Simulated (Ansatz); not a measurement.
Calculated with Ansatz (gas phase, PBE0-D4/def2-TZVP geometries, no zero-point term in ΔE). CCSD(T)/CBS is the MP2 limit (def2-TZVPP, def2-QZVPP) plus CCSD(T) − MP2 in def2-TZVPP, frozen cores. One conformer a species, not always the lowest.

Reaction (redistribution): `OBC[SiH3]` + `BC#CC` → `BC#CBO` + `CC[SiH3]`

```csv
species,MP2/CBS(def2) energy (Eh)
`OBC[SiH3]`,-431.29752
`BC#CC`,-141.82975
`BC#CBO`,-203.19810
`CC[SiH3]`,-369.92730
```

Problem. Work out ΔE.

Solution. ΔE = (-203.19810) + (-369.92730) − (-431.29752) − (-141.82975) = 0.00187 Eh = +4.9 kJ/mol. CCSD(T)/CBS gives 0.0 kJ/mol.

Largest T1 diagnostic among the species: 0.016.

From BLYP to BHLYP (50 % exact exchange), in def2-TZVPP and without D4, ΔE moves by +4.5 kJ/mol. In def2-TZVPP, CCSD(T) changes the Hartree–Fock value by +3.2 kJ/mol (the triples alone add −0.4 kJ/mol) and MP2 by +8.0 kJ/mol. Leaving LDA and LC-ωPBE aside and taking each functional with its dispersion term where it has one, the values, not all of them listed here, spread over 10.2 kJ/mol, from BLYP-D4 to PBE-QIDH. LDA lies +6.7 kJ/mol from PBE without D4.
